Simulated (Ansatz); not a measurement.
The cluster Ru3⁺. Charge 1, multiplicity 6. Geometry PBE-D4/def2-TZVP; atoms count from 1.

```xyz
3

Ru   -0.109   -1.151    0.537
Ru    1.254    0.552   -0.060
Ru   -1.145    0.600   -0.477
```

In the def2 sets Ru takes a core potential; there is no spin–orbit coupling. The charge 1 sextet is spin-contaminated (final ⟨S²⟩ up to 9.79, 8.75 for a pure state). At PBE0-D4/def2-TZVP a doublet of charge 1 lies 0.07 eV below the sextet, each at its own geometry. The structure comes from a short search, and lower isomers may exist.

(1) Estimate the Mulliken populations from the PBE0/def2-TZVP orbitals of Ansatz.

(2) Where does the spin sit?

(3) And the Mayer bond orders between heavy atoms (over 0.3)?

Answers

(1) 
```csv
atom,charge (e),spin (α − β),d electrons
Ru1,0.30,-0.19,6.91
Ru2,0.36,2.64,6.81
Ru3,0.34,2.55,6.82
```
Mulliken values depend strongly on the basis.

(2) Summed by element: Ru 5.00, of 5 unpaired in all. Largest on single atoms: Ru2 2.64, Ru3 2.55, Ru1 -0.19.

(3) Ru1–Ru2 1.74 (2.26 Å); Ru1–Ru3 1.63 (2.27 Å); Ru2–Ru3 1.35 (2.44 Å).
